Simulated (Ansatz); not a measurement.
Cost and result for the atomization energy of C3H4F4O (`FCCOC(F)(F)F`) (12 atoms, 11 bonds).

Z-matrix (Å, degrees):
```
C
C 1 1.510
F 1 1.377 2 108.1
H 1 1.093 2 110.9 3 -119.2
H 1 1.093 2 110.8 3 119.2
O 2 1.427 1 105.8 3 -179.9
H 2 1.093 1 110.4 3 -60.5
H 2 1.093 1 110.5 3 60.7
C 6 1.337 2 116.0 1 179.1
F 9 1.340 6 112.5 2 -60.4
F 9 1.340 6 112.5 2 60.1
F 9 1.321 6 108.2 2 179.9
```

Charge 0, multiplicity 1. Geometry: relaxed with PBE0-D4/def2-TZVP. It is one conformer, not always the lowest. Program: Ansatz. All runs use 2 threads of an AMD EPYC 7R13 on a shared host and a share of an NVIDIA H100 80 GB. Times are those of one run each, without the atoms' runs, and a repeat can differ threefold. Electronic energies, without spin–orbit coupling; frozen cores. CCSD(T)/CBS adds CCSD(T) − MP2 in def2-TZVPP to the MP2 limit, and its time is that of the two runs behind it. T1 = 0.011. B3LYP takes the VWN-RPA correlation (the form of Gaussian; ORCA's B3LYP/G).

CCSD(T)/CBS is a level of theory with its own doubt, some kJ/mol a heavy atom from the limit and from the frozen cores, so smaller differences don't rank the functionals.

```csv
level,functions,wall time,atomization (kJ/mol),difference from CCSD(T)/CBS,per bond
PBE0-D4/def2-TZVPP,304,2.2 s,4869.0,29.7,2.7
B3LYP-D4/def2-TZVPP (with forces),304,2.4 s,4811.4,-27.9,-2.5
ωB97X-V/def2-TZVPP,304,2.6 s,4861.3,22.0,2.0
r2SCAN-D4/def2-TZVPP (with forces),304,2.6 s,4871.5,32.2,2.9
PBE-D4/def2-TZVPP (with forces),304,2.7 s,5032.1,192.8,17.5
B2PLYP/def2-TZVPP,304,3.3 s,4782.6,-56.7,-5.1
ωB97M-V/def2-TZVPP (with forces),304,3.9 s,4862.8,23.5,2.1
MP2/def2-QZVPP,576,4.4 s,4961.2,121.9,11.1
CCSD(T)/def2-TZVPP,304,10 s,4708.6,-130.7,-11.9
CCSD(T)/CBS(def2),–,14 s,4839.3,0.0,0.0
```

In def2-TZVPP, CCSD(T) changes the Hartree–Fock value by +1349.6 kJ/mol (the triples alone add +93.1 kJ/mol) and MP2 by +1525.1 kJ/mol; breaking electron pairs costs correlation energy, which Hartree–Fock lacks. From PBE to PBE0 (25 % exact exchange), in def2-TZVPP and without D4, the atomization energy moves by −159.7 kJ/mol: exact exchange takes away binding that semilocal exchange gives to molecules. The D4 term adds +32.3 kJ/mol with B3LYP and +17.0 kJ/mol with PBE0; it sums over pairs of atoms, weighted by their polarisabilities, and B3LYP, whose exchange is more repulsive, gets the larger term.
